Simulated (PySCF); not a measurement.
C4H5FN2.
Numbering: `[CH3:1][n:2]1[cH:3][c:4]([F:5])[cH:6][n:7]1` (hydrogens: H8, H9, H10 on C1; H11 on C3; H12 on C6)

Cartesian coordinates in Å at the PBE0-D3(BJ)/def2-SVP level; atoms count from 1:
```xyz
12
C4H5FN2 angstrom
C     -1.6080    0.0264    0.9400
N     -0.3712   -0.0859    0.2116
C      0.4623    0.9268   -0.1416
C      1.4949    0.3177   -0.8256
F      2.5469    0.9112   -1.3644
C      1.1982   -1.0562   -0.8346
N      0.0548   -1.2746   -0.1955
H     -2.0157   -0.9860    1.0365
H     -1.4391    0.4473    1.9426
H     -2.3283    0.6586    0.3995
H      0.2757    1.9676    0.1095
H      1.7659   -1.8740   -1.2749
```

Computed with PySCF at wB97X-D/def2-SVPD, non-relativistic, on one gas-phase PBE0-D3(BJ)/def2-SVP geometry that isn't relaxed in the solvent. The solvent is an IEF-PCM continuum (van der Waals radii × 1.2), and excitations are vertical TDDFT with non-equilibrium linear response and a frozen core. Only the electrostatic response of the medium enters.

Gas-phase singlets (H = HOMO, L = LUMO):

| state | E (eV) | λ (nm) | f | leading configurations |
| --- | --- | --- | --- | --- |
| S1 | 6.397 | 194 | 0.137 | H→L 87% |
| S2 | 6.939 | 179 | 0.006 | H-2→L 94% |
| S3 | 6.973 | 178 | 0.095 | H-1→L 84%, H→L+5 9% |
| S4 | 7.124 | 174 | 0.040 | H→L+1 64%, H→L+2 30% |
| S5 | 7.464 | 166 | 0.000 | H→L+2 50%, H→L+1 22%, H→L+3 11% |

Question: How does the list change in chloroform (ε = 4.711)?

Answer: 
```
state  E (eV)  λ (nm)      f           leading configurations  change by rank (eV)
   S1   6.364     195  0.184                          H→L 91%               -0.033
   S2   6.930     179  0.142                        H-1→L 88%               -0.009
   S3   7.067     175  0.030             H-2→L 76%, H→L+1 12%               +0.094
   S4   7.092     175  0.027  H→L+1 54%, H→L+2 20%, H-2→L 19%               -0.032
   S5   7.627     163  0.006                      H-1→L+1 75%               +0.163
```

Question: The ground-state energy changes by -0.180 eV from gas to chloroform. By how much does the total energy of gas-phase S1 change?

Answer: E(S1) = E(S0) + excitation energy, so it changes by -0.180 − 0.033 = -0.213 eV: it is lowered more than the ground state, which is what a red shift means. This is the vertical state, with the slow part of the continuum still set for S0.

Question: How do the frontier levels move from gas to chloroform?

Answer: 
| orbital | gas (eV) | solvent (eV) | change (eV) | Löwdin shares, gas | Löwdin shares, solvent |
| --- | --- | --- | --- | --- | --- |
| LUMO+2 | 2.94 | 2.92 | -0.02 | C4 34 %, F5 22 %, C6 12 %, C3 7 % | C4 26 %, F5 22 %, C1 16 %, H11 8 % |
| LUMO+1 | 2.24 | 2.46 | +0.22 | C1 34 %, C3 15 %, H9 11 %, H10 11 % | C1 23 %, C3 18 %, C4 14 %, C6 10 % |
| LUMO | 1.89 | 1.91 | +0.02 | N7 24 %, C3 20 %, N2 18 %, C6 11 % | N7 25 %, C3 20 %, N2 19 %, C6 12 % |
| HOMO | -8.89 | -8.92 | -0.03 | C4 28 %, N2 17 %, C3 14 %, F5 13 % | C4 28 %, N2 18 %, F5 13 %, C6 13 % |
| HOMO-1 | -9.35 | -9.37 | -0.02 | N7 24 %, C6 23 %, C3 20 %, N2 19 % | N7 25 %, C3 22 %, C6 21 %, N2 18 % |
| HOMO-2 | -10.47 | -10.62 | -0.15 | N7 61 %, C6 12 %, N2 10 %, C4 4 % | N7 61 %, C6 12 %, N2 10 %, C4 5 % |
| HOMO-3 | -12.86 | -12.87 | -0.01 | F5 32 %, C3 16 %, C4 15 %, C6 12 % | F5 25 %, C3 16 %, C4 14 %, C6 12 % |

The HOMO–LUMO gap goes from 10.77 to 10.83 eV. Rows go by rank; for LUMO+1 and LUMO+2 the atom shares or the degeneracy differ between the runs, so the row needn't follow one orbital.

wB97X-D is run here without its empirical dispersion term; that term would change no orbital, density or response property at a fixed geometry.
